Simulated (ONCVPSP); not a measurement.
Pseudopotentials across the periodic table

Generated with ld1.x 7.5 (TM, RRKJ, ultrasoft, PAW), atompaw 4.2 or ONCVPSP 4.0.1. The cutoff is in Ry: for ld1.x and atompaw files where the sum of valence levels is converged to 10 mRy in a Bessel basis, for ONCV files where the hardest occupied wave has 1 mHa per electron of residual kinetic energy. The error is the largest all-electron minus pseudo excitation energy over each file’s own four to seven test configurations (ionisations up to +4, promotions, holes and added fractions of an electron), all of which were solved. The labels leave out finer settings (local radius, basis sizes, second energies), which also bear on the numbers. Spin-polarised tests are not counted. The rows are a selection from randomly drawn settings: files with unsolved tests, undetermined cutoffs or missed reference levels are left out.

A true bound ghost makes a file unfit for plane-wave use even where its test errors are small: the radial tests pick states by their node count and pass the ghost by.

```tsv
element	potential	cutoff (Ry)	largest error (meV)	bound ghosts
O	ONCV, PBEsol, scalar-relativistic, rc 0.40/1.60 (sp), local smoothed, core correction no, reference 1s2 2s2 2p3, qcut 30.4/7.2, projectors 3/2	754	+2912	none
Ga	ONCV, PBE, scalar-relativistic, rc 1.50/2.60 (sp), local smoothed, core correction yes, reference 4s1 4p2, qcut 3.7/2.9, projectors 2/3	16	-261	none
Rh	ONCV, PBE, scalar-relativistic, rc 1.60/1.65/1.85/1.90 (spdf), local smoothed, core correction yes, reference 4s2 4p6 4d8 5s1, qcut 8.6/8.5/7.4/6.5, projectors 2/3/2/2	48	+8.8	none
In	ONCV, PBE, non-relativistic, rc 1.20/1.80/1.20 (spd), local d, core correction yes, reference 4s2 4p6 4d10 5s1.75 5p1.25, qcut 8.5/6.7/13.5, projectors 2/2/0	87	+3.7	none
Au	ONCV, LDA (Perdew-Wang 92), fully relativistic, rc 1.35/1.20/1.65 (spd), local smoothed, core correction no, reference 5s2 5p6 5d9, qcut 8.2/7.2/11.4, projectors 2/3/3	242	-1.3	p3/2, s
Hg	ONCV, LDA (Perdew-Wang 92), scalar-relativistic, rc 1.45/1.65/1.70 (spd), local smoothed, core correction no, reference 5s2 5p6 5d10 6s2, qcut 7.8/7/10.2, projectors 2/3/1	50	-16	none
Pb	ONCV, PBE, fully relativistic, rc 1.50/1.70/1.95 (spd), local smoothed, core correction yes, reference 5s2 5p6 5d10 6s2 6p2, qcut 9.8/7.8/7.4, projectors 2/3/2	62	-6.3	none
```

(1) Fill in the row for I: ONCV, LDA (Perdew-Zunger), fully relativistic, rc 1.80/1.90/1.10/1.95 (spdf), local smoothed, core correction no, reference 4d10 5s1.5 5p5.5, qcut 3.8/3.5/11.5/5.8, projectors 2/3/2/3.

(2) Fill in the row for Cr: ONCV, PBEsol, scalar-relativistic, rc 1.15/1.35/1.40 (spd), local smoothed, core correction yes, reference 3s2 3p6 3d3, qcut 12.5/11.1/9.8, projectors 2/2/2.

(3) Fill in the row for Bi: ONCV, LDA (Perdew-Wang 92), scalar-relativistic, rc 1.40/1.65/1.65 (spd), local smoothed, core correction yes, reference 5s2 5p6 5d10 6s2 6p3, qcut 6.9/6.8/10.6, projectors 2/2/2.

Answers

(1) cutoff 108 Ry, largest error +9.0 meV, bound ghosts: s.

(2) cutoff 106 Ry, largest error +75 meV, bound ghosts: none.

(3) cutoff 59 Ry, largest error -23 meV, bound ghosts: none.
